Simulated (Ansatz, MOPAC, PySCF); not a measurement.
Bond stretch in Cr(O)2(Cl)2, SMILES [O]=[Cr]([Cl])(=[O])[Cl]. The Cr1–O5 bond (Cr1 also carries Cl, Cl, O; O5 carries nothing else) is pulled apart rigidly from the PBE0/def2-TZVP optimised geometry.

PM6, restricted, heats of formation (MOPAC); RKS-PBE0 = restricted PBE0/def2-TZVP (Ansatz, a quantum-chemistry and plane-wave program); RKS-LDA (SVWN5)/6-31G* = PySCF 2.14.0 with restricted LDA (SVWN5)/6-31G*, spherical d; UKS-LDA (SVWN5)/6-31G* = PySCF with unrestricted LDA (SVWN5)/6-31G*, spherical d.

Energies are in eV, each relative to the lowest point of its own curve near equilibrium.

| R / Å | PM6 | RKS-PBE0 | RKS-LDA (SVWN5)/6-31G* | UKS-LDA (SVWN5)/6-31G* |
|---|---|---|---|---|
| 1.27 | 3.939 | 3.336 | 3.669 | 3.669 |
| 1.36 | 1.733 | 1.235 | 1.393 | 1.393 |
| 1.44 | 0.636 | 0.317 | 0.384 | 0.384 |
| 1.49 | 0.253 | 0.067 | 0.095 | 0.095 |
| 1.54 | 0.052 | 0.000 | 0.000 | 0.000 |
| 1.58 | 0.000 | 0.050 | 0.033 | 0.033 |
| 1.66 | 0.126 | 0.351 | 0.307 | 0.307 |
| 1.76 | 0.605 | 0.967 | 0.892 | 0.892 |
| 1.87 | 1.405 | 1.792 | 1.682 | 1.682 |
| 2.04 | 2.941 | 3.124 | 2.960 | 2.943 |
| 2.25 | 4.964 | 4.616 | 4.406 | 4.180 |
| 2.49 | 7.039 | 5.912 | 5.767 | 5.207 |
| 2.86 | 9.035 | 6.890 | 7.272 | 6.217 |
| 3.23 | 9.961 | 7.363 | 8.233 | 6.758 |
| 3.73 | 10.491 | 7.670 | 8.980 | 7.096 |
| 4.46 | 10.686 | 7.834 | 9.456 | 7.269 |

At the longest distance, 4.46 Å, PM6 lies highest above its minimum (10.686 eV) and UKS-LDA (SVWN5)/6-31G* lowest (7.269 eV).

The restricted form behind PM6, RKS-PBE0, RKS-LDA (SVWN5)/6-31G* keeps the bonding electrons paired and can't separate into open-shell fragments. The unrestricted determinant behind UKS-LDA (SVWN5)/6-31G* is spin-contaminated at 2.04 to 4.46 Å (<S²> up to 2.0, against 0.00 for a pure singlet).
